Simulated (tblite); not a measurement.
Species: C₇H₁₂.
SMILES: `C[C@H]1[C@H]2[C@@H]1C[C@H]2C`

Calculated harmonic vibrations of the isolated species, GFN2-xTB (tblite), most abundant isotopes, no scaling. The method is semi-empirical: single wavenumbers can be off by several per cent or more.

Harmonic wavenumbers (cm⁻¹): 154.0, 172.0, 181.6, 245.5, 263.6, 335.3, 430.6, 514.3, 697.5, 835.9, 868.2, 884.9, 901.2, 924.5, 978.5, 985.3, 1016.6, 1024.9, 1049.1, 1084.1, 1108.8, 1122.8, 1126.5, 1149.2, 1173.1, 1204.1, 1229.9, 1235.2, 1261.4, 1280.6, 1337.3, 1408.1, 1412.7, 1445.2, 1480.1, 1496.8, 1497.7, 1500.1, 1502.5, 2950.2, 2981.0, 3013.3, 3014.2, 3020.4, 3025.7, 3027.7, 3030.5, 3040.2, 3043.6, 3076.8, 3088.8.

A = 4983, B = 2042, C = 1723 MHz; mass 96.094 u (most abundant isotopes); point group C1, symmetry number 1.

Zero-point energy?

½Σν̃ = 37416 cm⁻¹ = 106.98 kcal/mol.

Give the ideal-gas entropy at 298.15 K and 1 bar in the rigid-rotor, harmonic-oscillator model (classical rotation).

Translation 39.63, rotation 27.31, vibration 15.62: S = 82.6 cal/(mol K).

And Cp and H(298.15 K) − H(0)?

Cp = 29.87 cal/(mol K), of which vibrations give 21.92 (their classical limit is 51 R = 101.3); H(298.15 K) − H(0) = 5.20 kcal/mol without the zero-point energy, 2.83 from vibrations.

What must be added to the electronic energy to get the Gibbs energy at 298.15 K and 1 bar?

ZPE + [H(298.15 K) − H(0)] − T·S = 106.98 + 5.20 − 24.61 = 87.57 kcal/mol.

How do the functions run with temperature in this model?

```
 T (K)  S (cal/(mol K))  Cp (cal/(mol K))  H − H(0) (kcal/mol)  G − H(0) (kcal/mol)  ln q(vib)
    50             53.0               9.2                 0.41                -2.24       0.03
   100             60.8              13.7                 0.98                -5.10       0.34
373.15             90.1              37.6                 7.73               -25.89       4.33
   500            102.8              49.7                13.29               -38.13       6.62
   750            126.5              67.0                28.03               -66.84      11.48
  1000            147.4              78.3                46.28              -101.14      16.37
```

q(vib) and H(0) count from the zero-point level.

Hindered rotation and anharmonicity are outside this model. The structure is chiral; the term R ln 2 for an equal mix with its mirror image is left out.

Run on Arm Neoverse V1, one thread, shared host. The figure is for the frequency step alone.
